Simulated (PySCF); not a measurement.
Peak assignment

Geometry (Å), atoms numbered from 1 in this order:
```xyz
38

Si    0.946   -0.669    1.530
C     1.877   -1.323    3.030
C     0.605    1.180    1.705
Si   -0.325    1.881    0.219
C    -0.640    3.724    0.433
C    -1.949    0.934    0.048
Si   -1.679   -0.922   -0.166
C    -3.321   -1.827   -0.329
C    -0.709   -1.552    1.326
C    -0.615   -1.176   -1.705
Si    1.047   -0.289   -1.580
C     2.076   -0.574   -3.130
C     1.945   -0.934   -0.049
C     0.708    1.550   -1.326
H     1.287   -1.191    3.951
H     2.833   -0.791    3.162
H     2.098   -2.397    2.920
H     1.560    1.721    1.829
H     0.016    1.358    2.623
H    -1.186    4.135   -0.432
H    -1.239    3.921    1.336
H     0.309    4.277    0.528
H    -2.510    1.323   -0.821
H    -2.577    1.117    0.938
H    -3.893   -1.456   -1.194
H    -3.162   -2.909   -0.467
H    -3.940   -1.688    0.572
H    -1.313   -1.416    2.241
H    -0.534   -2.637    1.218
H    -1.160   -0.806   -2.591
H    -0.446   -2.257   -1.863
H     2.278   -1.647   -3.278
H     3.044   -0.052   -3.062
H     1.553   -0.201   -4.025
H     2.154   -2.012   -0.175
H     2.922   -0.426    0.042
H     1.667    2.094   -1.248
H     0.184    1.953   -2.211
```

- GIAO PBE0/pcSseg-1 shieldings
- PBE0-D3(BJ)/def2-SVP structure
- code: PySCF
- averaged over atoms made equivalent by symmetry, fast rotation or ring inversion, gas phase, one conformer, relativity neglected

References, each an isolated molecule treated in the same way: $^{13}$C (σref 184.41), $^{1}$H (σref 31.27) against TMS.

(1) Assign these signals to the numbered atoms. $^{13}$C{$^{1}$H} NMR (computed): δ 6.1, 3.5.

(2) Assign these signals to the numbered atoms. $^{1}$H NMR (400 MHz, computed): δ 0.12 (s, 12H), -0.49 (s, 12H).

## Answers

(1) 
```tsv
δ (ppm)	atoms	environment	reason
6.1	C2/C5/C8/C12	carbon bonded to Si, 3 H	–
3.5	C3/C6/C9/C10/C13/C14	carbon bonded to 2 Si, 2 H	–
```

(2) 
```tsv
δ (ppm)	atoms	environment	reason
0.12	H15/H16/H17/H20/H21/H22/H25/H26/H27/H32/H33/H34	hydrogen on a carbon bonded to Si	–
-0.49	H18/H19/H23/H24/H28/H29/H30/H31/H35/H36/H37/H38	hydrogen on a carbon bonded to 2 Si	–
```

Shifts are as computed. Against solution values, carbons near 30 ppm lie about +2 ppm off and those near 130 ppm about +5 ppm. Of 1309 compounds with measured shifts, 239 miss one by over three times the rms of a fit or turn the order of signals round; such compounds aren't used in these exercises. Multiplicities follow the n + 1 count of equivalent neighbours, as no J values were calculated; m marks all less simple cases, F and P coupling included.
